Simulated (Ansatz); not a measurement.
Geometry optimisation, RKS PBE-D4/def2-SVP in Ansatz 0.2.0.

input.yaml

```yaml
crystal:
  periodic: [false, false, false]
  atoms:
    - { symbol: O, position_ang: [0.33508, 2.01308, -0.4616] }
    - { symbol: Si, position_ang: [0.20344, 0.62466, 0.18689] }
    - { symbol: B, position_ang: [-0.77991, -0.89083, -0.31592] }
    - { symbol: Cl, position_ang: [-0.19419, -2.41034, -1.12347] }
    - { symbol: H, position_ang: [0.43559, 0.66343, 1.7141] }
total_charge: -1
basis:
  gaussian: { orbitals: def2-SVP }
hamiltonian:
  xc: pbe
  dispersion: d4
relax:
  f_tol: 0.02
  max_steps: 40
output:
  orbitals: {}
```

Launched with:

```bash
$ ansatz run input.yaml --threads 1 --pin off --max-ram 2048MiB --backend cpu --events-out ev --progress --plain --runs-dir out
```

Problem. Where does it end, and by what steps?

Solution. It converged. Limits of this set-up: an anion without diffuse functions, the dipole of an ion depends on the origin. After 8 steps the energy has fallen by 0.220 eV; O1 moved furthest, 0.21 Å.

| step | energy less start (eV) | largest force component (eV/Å) | accepted |
| --- | --- | --- | --- |
| 0 | 0.0000 | 2.326 | yes |
| 1 | -0.1782 | 0.907 | yes |
| 2 | -0.2135 | 0.230 | yes |
| 3 | -0.2158 | 0.162 | yes |
| 4 | -0.2190 | 0.058 | yes |
| 5 | -0.2194 | 0.037 | yes |
| 6 | -0.2197 | 0.037 | yes |
| 7 | -0.2202 | 0.048 | yes |
| 8 | -0.2205 | 0.017 | yes |

```xyz
5
Properties=species:S:1:pos:R:3
O 0.291 2.216 -0.419
Si 0.333 0.716 0.108
B -0.683 -0.902 -0.338
Cl -0.281 -2.518 -1.008
H 0.341 0.488 1.657
```

Whether the end is a true minimum wasn't checked by a vibrational analysis.

Time of the run: 20 s on 1 thread of Arm Neoverse V1, on a shared host, peak memory 0.15 GiB.
